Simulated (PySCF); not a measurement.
Start geometry of `FB([SiH2]C(C)=S)F` from GFN2-xTB (Å):
```
atom  x, y, z in Å
C1     1.6499    0.3602   -0.6274
C2     0.7001   -0.7633   -0.4159
S3     0.8056   -2.1192   -1.3116
Si4   -0.6329   -0.5976    0.9053
B5    -1.9894    0.7066    0.2173
F6    -3.2603    0.4519   -0.0012
F7    -1.6654    1.9602   -0.0718
H8     2.3075    0.2122   -1.4812
H9     1.0589    1.3064   -0.7804
H10    2.2264    0.5388    0.2765
H11   -1.1956   -1.9475    1.1537
H12    0.0351   -0.1370    2.1277
```

Task: What comes out of this run: PySCF 2.14.0, PBE0-D3(BJ)/def2-SVP geometry optimisation, gas phase?

Result: 
```
atom  x, y, z in Å
C1     1.658    0.372   -0.606
C2     0.713   -0.775   -0.447
S3     0.735   -2.090   -1.405
Si4   -0.629   -0.635    0.898
B5    -1.993    0.707    0.201
F6    -3.284    0.472    0.094
F7    -1.584    1.900   -0.195
H8     2.336    0.219   -1.457
H9     1.093    1.311   -0.745
H10    2.249    0.505    0.317
H11   -1.228   -1.963    1.193
H12   -0.022   -0.048    2.139
```

The energy falls by 2.3 kcal/mol over 7 energy and gradient evaluations, the largest force component goes from 0.0203 to 4.5e-04 Eh/bohr, and the atoms move by 0.077 Å rms after alignment. The bond that changes most is Si4–H12 (SiH2 silicon to Si–H hydrogen), which lengthens by 0.034 Å. Bonds longer at the end by more than 0.005 Å: 6 of 11; shorter: 1. Among the angles that change most is B5–Si4–H12, from 113.0° to 107.2°. Rotational constants go from 2795, 918.4, 826.6 to 2704, 931.3, 839.4 MHz. The orientation of the end geometry is arbitrary; only internal coordinates are fixed.

The run used 131 basis functions and 51 SCF cycles in all. Hardware: one thread of an Arm Neoverse V2, no GPU, shared host with 96 logical CPUs at a one-minute load of 43. Cost: 48 s, 0.55 GiB resident at most.

Whether it is a minimum is left open (no frequencies). One conformer, not necessarily the lowest.
